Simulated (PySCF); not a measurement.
GeCl2I2, SMILES [Cl][Ge]([I])([I])[Cl].

Geometry optimised at PBE0-D3(BJ)/def2-SVP. The def2 effective core potentials stand for the cores of I; spin–orbit coupling is left out.

Computed with PBE0-D3(BJ)/def2-SVP (PySCF 2.14.0).

Frequencies are harmonic and unscaled.

| mode | ν (cm⁻¹) | IR (km/mol) | moving atoms (share of kinetic energy) |
|---|---|---|---|
| 1 | 68 | 0.1 | I 71 %, Cl 18 %, Ge 11 % |
| 2 | 93 | 0.0 | Cl 84 %, I 16 % |
| 3 | 117 | 1.6 | Cl 47 %, Ge 38 %, I 15 % |
| 4 | 127 | 4.8 | Cl 64 %, I 32 % |
| 5 | 138 | 2.4 | Cl 73 %, I 24 % |
| 6 | 224 | 8.7 | I 41 %, Ge 36 %, Cl 23 % |
| 7 | 291 | 70.0 | Ge 75 %, I 24 % |
| 8 | 426 | 68.6 | Cl 69 %, Ge 31 % |
| 9 | 449 | 67.8 | Cl 61 %, Ge 39 % |
